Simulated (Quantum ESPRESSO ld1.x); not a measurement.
Problem. The platinum ion Pt+, 77 electrons, occupied as [Xe] 4f14 5d8 6d1 (not the ground configuration). Calculated with ld1.x of Quantum ESPRESSO 7.5: scalar-relativistic Kohn-Sham, LDA (Slater exchange, Perdew-Wang correlation), spin-polarised, spherical densities, point nucleus; open shells are filled with parallel spins first. Some entries of the table are withheld. Estimate them.

orbital  occ.  eigenvalue (eV)  <r^2> (bohr^2)
1s up       1         -78391.6       0.0004064
1s down     1         -78391.6       0.0004064
2s up       1         -13785.7        0.006206
2s down     1         -13785.6        0.006206
2p up       3         -11953.0        0.005204
2p down     3         -11952.9        0.005204
3s up       1         -3250.00         0.04009
3s down     1         -3249.93         0.04009
3p up       3         -2716.42         0.04110
3p down     3         -2716.35         0.04110
3d up       5         -2137.16         0.03403
3d down     5         -2137.05         0.03403
4s up       1         -710.266          0.1947
4s down     1         -710.123          0.1947
4p up       3         -535.243          0.2223
4p down     3         -535.099          0.2223
4d up       5         -322.761          0.2538
4d down     5         -322.590          0.2537
5s up       1         -118.469           1.015
5s down     1         -117.535           1.011
4f up       7         -86.5140          0.3251
4f down     7         -86.2699          0.3237
5p up       3         -72.5169             (1)
5p down     3         -71.4000             (2)
5d up       5              (3)           2.861
5d down     3              (4)           2.897
6d up       1          -4.2703           38.42
6d down     0          -3.6679           42.66

Solution. 
(1) 5p up <r^2> (bohr^2): 1.368
(2) 5p down <r^2> (bohr^2): 1.364
(3) 5d up eigenvalue (eV): -21.6167
(4) 5d down eigenvalue (eV): -20.4066
